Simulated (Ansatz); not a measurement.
(NaH)4 ring (Na₄H₄), relaxed as a singlet with RKS PBE-D4/def2-SVP in Ansatz, starting from the GFN2-xTB geometry. Force threshold 0.02 eV/Å.

Start:

Cartesian coordinates in Å:
```
Na 0.5314 -1.1800 -1.8747
H -0.0023 0.4393 -1.5314
Na -0.5344 1.9933 -0.9632
H -0.7771 2.2970 0.6599
Na -0.5376 1.1779 1.8741
H 0.0019 -0.4396 1.5314
Na 0.5415 -1.9908 0.9638
H 0.7766 -2.2973 -0.6599
```

Estimate the energy that the relaxation releases and the steps that it takes.

2.27 eV, in 10 steps; 24 s on 4 threads of Intel Xeon on a shared host. The force fell under the threshold at step 9, but the optimiser went on. No frequencies were taken in this run, so the end may be a saddle point.

Does the start keep its bonding and symmetry?

By distances, no bond broke or formed. The bond that changes most is H4–Na5, from 1.67 to 2.04 Å (atoms count from 1). Point group D2h at the start, D4h at the end, both within 0.05 Å; within 0.015 Å the end is D2h.

Predict the relaxed structure.


| atom | x (Å) | y (Å) | z (Å) |
| --- | --- | --- | --- |
| Na1 | 0.561 | -1.164 | -2.223 |
| H2 | -0.003 | 0.753 | -2.625 |
| Na3 | -0.565 | 2.165 | -1.267 |
| H4 | -0.850 | 2.513 | 0.722 |
| Na5 | -0.561 | 1.164 | 2.223 |
| H6 | 0.003 | -0.753 | 2.625 |
| Na7 | 0.565 | -2.165 | 1.267 |
| H8 | 0.850 | -2.513 | -0.722 |
Bond lengths (bridged metal pairs left out): 8 × H–Na 2.04 Å.
